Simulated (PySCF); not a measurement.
CH4BrGaO, SMILES C[O][GaH][Br]. Atoms are numbered in the order given.

```xyz
8

Ga     0.8409     0.4943     0.0000
H      2.3847     0.5505     0.0000
Br    -0.3671    -1.4536     0.0000
O     -0.1103     1.9843     0.0000
C     -1.5042     2.1085     0.0000
H     -1.8336     2.6710     0.8911
H     -1.8336     2.6710    -0.8911
H     -2.0283     1.1353     0.0000
```
Charge 0, spin multiplicity 1.

The structure is a stationary point at PBE0-D3(BJ)/def2-SVP. One conformer was computed; it need not be the lowest.

Two levels are set side by side: PBE/pcSseg-1 (PySCF) and PBE0/pcSseg-1 (PySCF). GIAO shifts against H2O (¹⁷O), TMS (¹H), TMS (¹³C) at the same level; non-relativistic, no solvent, atoms listed together averaged. Without spin–orbit terms, shifts of atoms bonded to Cl or Br come out too high at both levels. Differences are taken from unrounded values.

| quantity | PBE0 |
|---|---|
| δ(¹H) of H2 (ppm) | 5.83 |
| δ(¹⁷O) of O4 (ppm) | 110.2 |
| δ(¹³C) of C5 (ppm) | 58.2 |

Problem. What does PBE give, and how far is it from PBE0? (Estimate from the structure and the level; the computed values follow.)

Solution. 
```json
[
 {"quantity": "δ(¹H) of H2 (ppm)", "PBE": "6.13", "PBE minus PBE0": "0.30"},
 {"quantity": "δ(¹⁷O) of O4 (ppm)", "PBE": "149.1", "PBE minus PBE0": "38.9"},
 {"quantity": "δ(¹³C) of C5 (ppm)", "PBE": "60.5", "PBE minus PBE0": "2.3"}
]
```

Rough cost on one machine, each run with all the roots and properties that it gave: PBE0 against PBE within a factor of 2.
